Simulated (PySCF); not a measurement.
**Correlation energy of S²⁺ (sulfur, charge +2)**

[Ne] 3s2 3p2, high-spin 3P determinant. Calculation: PySCF 2.14, in aug-cc-pCVTZ-DK with one added diffuse shell each of s, p, d, f type (9s8p6d4f, 91 functions); scalar relativity by spin-free X2C-1e. Frozen: 1s2; 12 electrons correlated.

```tsv
level	correlation energy (mhartree)
CCSD	-384.30
(T)	-4.57
CCSD(T)	-388.87
```

Diagnostics: T1 = 0.0058, D1 = 0.0236, largest double amplitude 0.098.

**Question.** Is a single reference adequate?

**Answer.** Mostly. T1 lies below 0.03, but a double amplitude of this size points to a near-degeneracy that CCSD handles and MP2 describes poorly.
